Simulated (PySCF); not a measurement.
InBr2, SMILES [Br][In+][Br], charge +1. Heavy atoms are numbered as in [In+:1]([Br:2])[Br:3].

Coordinates come from a B3LYP-D3(BJ)/def2-SVP optimisation. The spin state was assumed, not searched. The isomer is the one that the SMILES or the coordinates give; other isomers of the formula were not compared. The def2 effective core potentials stand for the cores of In; spin–orbit coupling is left out.

Computed with ωB97X/def2-TZVPD in PySCF.

Mulliken values depend strongly on the basis, most of all with diffuse functions as here. ESP charges are fitted to the potential on shells at 1.4 to 2.0 van der Waals radii. Atomic charges (e), one atom of each kind:

| atom | Mulliken | ESP fit |
|---|---|---|
| In1 | 1.35 | 0.74 |
| Br2 | -0.17 | 0.13 |
